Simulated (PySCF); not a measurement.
Constitutional and geometric isomers with formula CH5NSi. Gas-phase values, no solvent. One relaxed conformer stands for each flexible species; it need not be the lowest. Strings in code marks are SMILES.

The S1–T1 gap (TDA) from two functionals at the same geometries (r2SCAN-D4/def2-TZVP), both in PySCF: PBE-D3(BJ)/def2-TZVP and r2SCAN-D4/def2-TZVP. Excitations are Tamm–Dancoff values on a coarser integration grid. The basis has no diffuse functions, so Rydberg states are missing or too high.

```
species            PBE-D3(BJ)/def2-TZVP (eV)  r2SCAN-D4/def2-TZVP (eV)
-----------------  -------------------------  ------------------------
`C=[SiH]N`                              1.24                      2.02
`NC=[SiH2]`                             2.38                      3.23
`[H]/N=C/[SiH3]`                        0.95                      1.06
`C=N[SiH3]`                             0.65                      0.75
`[SiH](=N/[H])/C`                       0.73                      1.20
```

Over these rows, drawn at random from the members with no instability flagged (it was tested for open shells, ions and some series alone), PBE minus r2SCAN-D4: mean -0.46 eV, from -0.85 eV to -0.10 eV.
